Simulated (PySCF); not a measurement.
**Correlation energy of Te(36+) (tellurium, charge +36)**

[Ne] 3s2 3p4, high-spin 3P determinant. All numbers are calculated (PySCF 2.14, no relativity, point nucleus, in an uncontracted even-tempered set (16 s from 5.6 bohr⁻², ratio 2.5; 10 p from 7.3 bohr⁻², ratio 2.5; 5 d from 33 bohr⁻², ratio 2.7; 4 f from 50 bohr⁻², ratio 2.7)). Frozen: 1s2; 14 electrons correlated; the 17 highest virtual orbitals of each spin left out.

| level | correlation energy (mhartree) |
| --- | --- |
| CCSD | -568.32 |
| (T) | -1.44 |
| CCSD(T) | -569.76 |

Diagnostics: T1 = 0.00083, D1 = 0.0040, largest double amplitude 0.024.

A non-relativistic calculation at this Z misses sizeable relativistic shifts. Spin-orbit coupling is strong in this species (close to jj coupling), so the high-spin LS determinant is a model state, not a physical level.

Cost of the coupled-cluster step: of the order of 50 core-seconds, for 14 correlated electrons.

Iterations:

```
CC2 = 0
CCSD nocc = (np.int64(8), np.int64(6)), nmo = (81, 81)
frozen orbitals [[0, 82, 83, 84, 85, 86, 87, 88, 89, 90, 91, 92, 93, 94, 95, 96, 97, 98], [0, 82, 83, 84, 85, 86, 87, 88, 89, 90, 91, 92, 93, 94, 95, 96, 97, 98]]
max_cycle = 100
direct = 0
conv_tol = 1e-08
conv_tol_normt = 1e-06
diis_space = 8
diis_start_cycle = 0
Init t2, MP2 energy = -0.549369665739533
Init E_corr(UCCSD) = -0.549369665740409
cycle = 1  E_corr(UCCSD) = -0.564280836541526  dE = -0.0149111708  norm(t1,t2) = 0.0113245
cycle = 2  E_corr(UCCSD) = -0.567447937880411  dE = -0.00316710134  norm(t1,t2) = 0.00265754
cycle = 3  E_corr(UCCSD) = -0.568335019156154  dE = -0.000887081276  norm(t1,t2) = 0.000670129
cycle = 4  E_corr(UCCSD) = -0.568324073487954  dE = 1.09456682e-05  norm(t1,t2) = 3.27352e-05
cycle = 5  E_corr(UCCSD) = -0.568324189635062  dE = -1.16147109e-07  norm(t1,t2) = 2.11714e-06
cycle = 6  E_corr(UCCSD) = -0.568324242883902  dE = -5.32488398e-08  norm(t1,t2) = 1.34998e-07
cycle = 7  E_corr(UCCSD) = -0.568324239537181  dE = 3.34672157e-09  norm(t1,t2) = 1.80374e-08
UCCSD converged
E(UCCSD) = -5559.85914184066  E_corr = -0.5683242395371806
UCCSD(T) correction = -0.00143766566537636
```

At this charge a non-relativistic calculation is a model, useful for the Z dependence of the correlation energy.

Spin-orbit coupling is strong in this species, so the high-spin LS determinant is a model state.
